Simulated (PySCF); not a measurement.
AgF, SMILES [Ag][F], multiplicity 1.

Geometry optimised at B3LYP-D3(BJ)/def2-TZVPD. The multiplicity is an assumed one; other spin states were not compared. The def2 effective core potentials stand for the cores of Ag; spin–orbit coupling is left out.

Two levels are set side by side: PBE/def2-TZVPD (PySCF) and HF/def2-TZVPD (PySCF). Same geometry, gas phase. Differences are taken from unrounded values.

```csv
quantity,PBE
orbital gap (eV),2.35
highest occupied level (eV),-6.60
lowest empty level (eV),-4.25
dipole moment (D),5.30
mean polarisability (bohr³),27.6
```

### Question
These are the PBE values. What does HF give? (An estimate is asked for; the answer gives what the named calculation found.)

### Answer

| quantity | HF | PBE minus HF |
|---|---|---|
| orbital gap (eV) | 11.30 | -8.94 |
| highest occupied level (eV) | -11.79 | 5.19 |
| lowest empty level (eV) | -0.50 | -3.75 |
| dipole moment (D) | 7.13 | -1.84 |
| mean polarisability (bohr³) | 16.4 | 11.2 |

Without exact exchange PBE keeps part of each electron's self-repulsion, which lifts occupied levels and narrows the gap. Loosely held outer electrons make PBE densities more polarisable. Differences between two approximate levels are no errors against the true value.

Rough cost on one machine, each run with all the roots and properties that it gave: HF against PBE about 1/4.
